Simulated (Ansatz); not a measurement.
`CC[Si]O` + HCl → `O[Si]Cl` + ethane at 600 K and 1 bar (ligand exchange at the Si–C bond).

Computed with Ansatz on PBE0-D4/def2-TZVP structures; ΔE is electronic, products minus reactants. CBS: MP2 limit from def2 TZ/QZ plus the TZ coupled-cluster correction, frozen cores. This one scheme is used for every species. One conformer a species, not always the lowest.

```tsv
species	CCSD(T)/CBS energy (Eh)	H − E (kJ/mol)	S (J/(mol·K))
`CC[Si]O`	-443.97447	259.9	395.7
HCl	-460.38127	35.4	207.2
`O[Si]Cl`	-824.69782	72.4	323.1
`CC`	-79.71954	228.8	274.9
```

H − E and S are ideal-gas, rigid-rotor, harmonic terms from PBE0-D4/def2-TZVP, for one conformer and one mirror image of each species. 1 Eh = 2625.50 kJ/mol, R = 8.31446 J/(mol·K).

Question: By hand: ΔE, ΔH, ΔS and ΔG.

Answer: ΔE = (-824.69782) + (-79.71954) − (-443.97447) − (-460.38127) = -0.06162 Eh = -161.8 kJ/mol. Δ(H − E) = 72.4 + 228.8 − 259.9 − 35.4 = 5.9, so ΔH = -155.9 kJ/mol. ΔS = 323.1 + 274.9 − 395.7 − 207.2 = -4.9 J/(mol·K). ΔG = -155.9 − 600 × (-4.9)/1000 = -153.0 kJ/mol.

Question: By hand: the equilibrium constant, and the temperature at which ΔG would vanish if ΔH and ΔS stayed fixed.

Answer: log₁₀ K = −ΔG/(RT ln 10) = 13.3. ΔG = 0 at ΔH/ΔS = 31816 K, far beyond where these terms or the molecules hold.

The number of gas molecules stays the same, so ΔS is small and ΔH decides. A doubt of 5 kJ/mol in ΔE shifts log₁₀ K by 0.4 here. Other conformers and mirror images would add mixing entropy, several J/(mol·K) or more a flexible species. These are equilibria of isolated gas molecules and say nothing of rates. Largest T1 diagnostic: 0.014 (customary marks: 0.02 for closed shells, 0.045 for open ones).
